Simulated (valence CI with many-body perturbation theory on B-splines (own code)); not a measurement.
Values are calculated unless marked as measured or tabulated.
Sensitivity of CI+MBPT for Dy LII

Method: configuration interaction combined with many-body perturbation theory (CI+MBPT): five valence electrons over a frozen Dirac-Fock core [Ne], a basis of 6 s, 6 p, 5 d, 3 f, 1 g functions for each j, with the one-electron correlation potential Σ1, the two-electron term Σ2, the three-electron term Σ3, Breit, model QED; selected CI, second order for the rest, scaled by the run's own slope (own B-spline code, finite nucleus).

No measured spectrum was set against this ion. As an estimate, large intervals hold to a few tenths of a per cent, small ones and those within an open d or f shell to about a per cent. Among the levels kept, up to 680 cm⁻¹ of a level comes from second order outside the variational space, and about a tenth of that is noise between levels of different J, which matters for small intervals.

The reference run has the lowest level (3s^2 3p1/2^2 3p3/2) J=3/2 and an ionisation energy of 4631.84 eV. Its largest variational space holds 9999 state functions.

Levels are named by their leading jj configuration (3d3/2^4 stands for four electrons in 3d with j = 3/2), which in mixed levels can hold well under half, so a name can repeat and another be missing. Letters in brackets count levels of one name in rising energy.

Changed runs:
A. highest l with Σ1, explicit Σ2 and valence Breit (higher l get mean screening factors) 3 → 2
B. averaging of valence orbitals over low configurations on → off; scale of Σ2 1 → 1.2
C. natural orbitals for correlation on → off
D. cutoff of virtual states (hartree) 8712 → 174.22 (bad on purpose)

Excitation energies of the reference run in cm⁻¹, and shifts in cm⁻¹:

| Level | Reference | A | B | C | D |
| --- | --- | --- | --- | --- | --- |
| (3s^2 3p1/2 3p3/2^2) J=3/2 | 1564740 | -26 | +241 | -777 | -606 |
| (3s^2 3p1/2^2 3d3/2) J=3/2 | 1597430 | +103 | -316 | +622 | -503 |
| (3s^2 3p1/2 3p3/2^2) J=5/2 | 1648940 | -5.0 | +176 | -112 | -594 |
| (3s^2 3p1/2 3p3/2^2) J=1/2 | 1755250 | +16 | +97 | +230 | -579 |
| (3s^2 3p1/2^2 3d5/2) J=5/2 | 2061700 | +94 | -497 | +705 | -868 |
| (3s 3p1/2^2 3p3/2^2) J=5/2 | 2742530 | -34 | +7.8 | -656 | +706 |
| (3s 3p1/2^2 3p3/2^2) J=3/2 | 2953630 | +16 | -268 | -76 | +418 |
| (3s 3p1/2^2 3p3/2^2) J=1/2 | 2958310 | +11 | -178 | +96 | +680 |
| (3s^2 3p1/2 3p3/2 3d3/2) J=5/2 [a] | 3148010 | +48 | -103 | -140 | -1109 |
| (3s^2 3p1/2 3p3/2 3d3/2) J=3/2 [a] | 3167680 | +38 | -186 | -233 | -947 |
| (3s^2 3p1/2 3p3/2 3d3/2) J=1/2 [a] | 3168670 | +44 | -110 | -406 | -1054 |
| (3s^2 3p1/2 3p3/2 3d3/2) J=7/2 | 3233820 | +64 | -103 | +603 | -1080 |
| Ionisation energy (eV) | 4631.84 | -0.0074 | +0.017 | -0.38 | -0.50 |
